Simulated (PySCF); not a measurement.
**Be₂O, singlet: computed properties**

These are results of PySCF, PBE0, basis O def2-TZVP, Be def2-TZVP (no relativity, density fitting), not measurements.

The structure is a higher-order saddle point with 2 imaginary modes (one degenerate set).

Coordinates in bohr (charge 0 multiplicity 1):
```
O     0.0000    0.0000    0.0000
Be    0.0000    0.0000    2.6531
Be    0.0000    0.0000   -2.6531
```

```
Point group                                                                   : D∞h
Bond lengths                                                                  : O–Be 1.404 Å (×2)
Bond angles                                                                   : Be–O–Be 180.0°
Principal polarisabilities                                                    : 61.3, 61.3, 233.9 bohr³
Rotational constants                                                          : 0.4745 cm⁻¹
Dipole moment                                                                 : 0.00 D
Highest occupied level                                                        : -4.99 eV
Atomisation energy without zero-point energy                                  : 773 kJ/mol
Principal quadrupole moments (Buckingham, traceless) about the centre of mass : -0.55, 0.28, 0.28 D Å
Lowest empty level                                                            : -3.76 eV
Zero-point energy (real modes)                                                : 14.3 kJ/mol
```

Harmonic modes (masses in u: O 15.995, Be 9.012):
```csv
symmetry,ω (cm⁻¹),"IR (km/mol, summed over degenerate members)",μ (u),type
πu,111i,–,11.72,bend
σg+,1022,0.0,9.01,stretch
σu+,1377,312,11.72,stretch
```

In D∞h the vibrations span πu + σg+ + σu+. The σg+ mode carries no infrared intensity, as symmetry demands. With a centre of inversion only u modes can be infrared active and only g modes Raman active.

Charges (e):
```tsv
atom	Mulliken	Löwdin	polar tensor	Mayer order to O1
O1	0.12	-0.11	0.49	–
Be2,3	-0.06	0.06	-0.24	1.43
```
Other Mayer orders above 0.3: Be–Be 1.01.

Mulliken populations on O1: s 3.58, p 4.30, d 0.00, f 0.00.

Only a few start shapes were tried, so a lower isomer may exist. At this level a triplet minimum of D∞h symmetry lies 116 kJ/mol below this structure. The small gap makes a closed-shell description doubtful. At the minimum of this search the closed-shell solution is unstable towards spin polarisation, so a lower open-shell solution exists.

The final relaxation and frequency run took of the order of 10 core-seconds on a shared host.
